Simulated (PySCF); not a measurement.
## Computed properties of SiFHI2, SMILES F[SiH](I)I

SiFHI2, SMILES F[SiH](I)I. The structure is a stationary point at PBE0-D3(BJ)/def2-SVP. The def2 effective core potentials stand for the cores of I; spin–orbit coupling is left out. The values are those of a single conformer. All values are computed for the isolated molecule unless a solvent is named; none is compared with measurement here.

**Structure.** The optimised structure has Cs symmetry. All 9 harmonic modes at PBE0-D3(BJ)/def2-SVP (PySCF) are real, so it is a minimum. With heavy atoms numbered as in [SiH:1]([F:2])([I:3])[I:4], the shortest bond between them is Si1–F2 at 1.615 Å and the longest Si1–I4 at 2.422 Å.

**Vibrations.** The strongest infrared lines (harmonic, unscaled, degenerate partners summed) lie at 752 cm⁻¹ (274 km/mol, H 93 %), 914 cm⁻¹ (150 km/mol, F 55 %, Si 43 %), 433 cm⁻¹ (142 km/mol, Si 81 %, I 12 %). The softest mode is at 86 cm⁻¹ and the zero-point energy is 8.6 kcal/mol.

**Electronic structure.** r2SCAN/def2-TZVP (PySCF) places the frontier levels at -7.09 and -2.05 eV, a gap of 5.04 eV, and gives a dipole moment of 0.98 D and a mean polarisability of 86.3 bohr³.

**Excitations.** TDA-ωB97X/def2-SVPD (PySCF) has S1 at 5.44 eV (228 nm, f = 0.037, weak); the most intense of the 10 singlets computed lies at 5.44 eV (f = 0.04). T1 (TDA) is at 4.87 eV, 0.57 eV under S1. No vertical singlet excitation falls in the visible range (under 3.1 eV).
